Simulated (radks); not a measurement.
Values are calculated unless marked as measured or tabulated.
The terbium ion Tb2+, 63 electrons, occupied as [Xe] 4f9. Level of theory: Dirac Kohn-Sham, PBE, spin-unpolarised, spherical densities, finite nucleus; open shells fill j = l - 1/2 first; Fermi nuclear charge, rms radius 5.06 fm (a radial shooting solver on a logarithmic mesh with Libxc functionals).

Unscreened Slater integrals over Kohn-Sham orbitals (eV). Large and small components are both included.

\begin{tabular}{lr}
integral & value \\ \hline
F0(4f7/2,4f7/2) & 28.524 \\
F2(4f7/2,4f7/2) & 13.086 \\
F4(4f7/2,4f7/2) & 8.1232 \\
F6(4f7/2,4f7/2) & 5.8202 \\
F0(4f7/2,4f5/2) & 28.776 \\
F2(4f7/2,4f5/2) & 13.219 \\
F4(4f7/2,4f5/2) & 8.2092 \\
G2(4f7/2,4f5/2) & 13.190 \\
G4(4f7/2,4f5/2) & 8.1919 \\
G6(4f7/2,4f5/2) & 5.8706 \\
F0(4f7/2,5p3/2) & 18.314 \\
F2(4f7/2,5p3/2) & 6.3450 \\
G2(4f7/2,5p3/2) & 3.5517 \\
G4(4f7/2,5p3/2) & 2.6716 \\
F0(4f7/2,5p1/2) & 19.275 \\
G4(4f7/2,5p1/2) & 3.0523 \\
F0(4f5/2,4f5/2) & 29.034 \\
F2(4f5/2,4f5/2) & 13.357 \\
F4(4f5/2,4f5/2) & 8.2984 \\
F0(4f5/2,5p3/2) & 18.386 \\
F2(4f5/2,5p3/2) & 6.2993 \\
G2(4f5/2,5p3/2) & 3.4654 \\
G4(4f5/2,5p3/2) & 2.6174 \\
F0(4f5/2,5p1/2) & 19.358 \\
G2(4f5/2,5p1/2) & 4.0085 \\
F0(5p3/2,5p3/2) & 15.396 \\
F2(5p3/2,5p3/2) & 8.2726 \\
F0(5p3/2,5p1/2) & 15.875 \\
G2(5p3/2,5p1/2) & 8.4368 \\
F0(5p1/2,5p1/2) & 16.415 \\
\end{tabular}
